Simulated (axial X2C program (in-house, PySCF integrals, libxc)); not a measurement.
# MnCl⁺ along the bond: HF, 2c

Calculated with an in-house all-electron X2C program for linear molecules (integrals from PySCF). Two-component (2c) means X2C with spin–orbit coupling and atomic mean-field two-electron Coulomb and Gaunt terms. Basis: Mn dyall-cv3z [9s10p6d3f2g], Cl dyall-av3z [9s8p3d2f] (cores contracted in-house); Gaussian nuclei, density fitting, unrestricted open shells. Masses: Mn 54.938 u, Cl 34.969 u.

State: Ω = 5/2 (⟨Sz⟩ = 2.50, ⟨Lz⟩ = 0.00 at HF). Dipoles are positive if Cl is the positive end and refer to the centre of mass.

Results along the bond:

```
R (Å)   μ (D)  HOMO (eV)  LUMO (eV)
1.825  -6.657     -17.80      -6.48
1.909  -7.156     -17.58      -6.68
1.972  -7.518     -17.40      -6.81
2.035  -7.873     -17.22      -6.94
2.098  -8.218     -17.04      -7.06
2.171  -8.607     -16.83      -7.20
2.245  -8.979     -16.63      -7.33
2.339  -9.416     -16.40      -7.48
2.455  -9.817     -16.18      -7.64
```

Occupations by symmetry block were frozen at the best pattern of an incomplete PBE0 search. With several unpaired electrons one determinant need not be a pure state. This is the top spin component of a Σ state; components of lower Ω are not single determinants and can lie lower. The stretched end of a curve changes character and is left out.
